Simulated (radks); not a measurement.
The terbium ion Tb+ inside a hard spherical wall (all orbitals vanish at R), configuration held at [Xe] 4f9 6s1 and not refilled when levels cross. Method: scalar-relativistic Kohn-Sham, PBEsol, spin-polarised, spherical densities, finite nucleus; open shells are filled with parallel spins first (spin-orbit coupling, left out, can overturn this in heavy ions); Fermi nuclear charge, rms radius 5.06 fm; computed with a radial shooting solver on a logarithmic mesh with Libxc functionals. Eigenvalues in eV for spin up, with the zero of energy where the potential of the charges vanishes at infinity; a dash marks a level that is unbound or too diffuse for the functional's potential to be trusted. A positive occupied level is held by the wall or, in an anion where self-interaction has pushed it up, behind a barrier. The pressure on the wall is -dE/dV.

| R (bohr) | E (hartree) | kinetic (hartree) | e(5s) | e(5p) | e(4f) | e(6s) | e(5d, empty) | e(6p, empty) | pressure (GPa) |
|---|---|---|---|---|---|---|---|---|---|
| free | -11704.0401 | 12594.024 | -54.788 | -31.912 | -10.778 | -9.169 | -7.397 | -5.683 | 0 |
| 15 | -11704.0401 | 12594.024 | -54.788 | -31.912 | -10.778 | -9.169 | -7.397 | -5.683 | < 0.0001 |
| 12 | -11704.0401 | 12594.025 | -54.786 | -31.911 | -10.776 | -9.167 | -7.395 | -5.671 | 0.000400 |
| 10 | -11704.0399 | 12594.028 | -54.770 | -31.894 | -10.759 | -9.152 | -7.380 | -5.600 | 0.00836 |
| 8 | -11704.0367 | 12594.055 | -54.645 | -31.773 | -10.636 | -9.009 | -7.263 | -5.178 | 0.152 |
| 7 | -11704.0289 | 12594.108 | -54.443 | -31.580 | -10.435 | -8.707 | -7.055 | -4.488 | 0.625 |
| 6 | -11704.0046 | 12594.239 | -54.027 | -31.185 | -10.011 | -7.878 | -6.570 | -2.878 | 2.63 |
| 3 | -11702.1562 | 12602.341 | -44.077 | -20.970 | 1.904 | 29.695 | 9.720 | 47.323 | 867 |
| 2.5 | -11699.1703 | 12614.354 | -33.676 | -8.875 | 14.100 | 71.397 | 27.321 | 95.906 | 3710 |
| 2 | -11689.4995 | 12649.223 | -6.099 | 24.084 | 41.275 | 173.76 | 71.727 | 209.05 | 20100 |
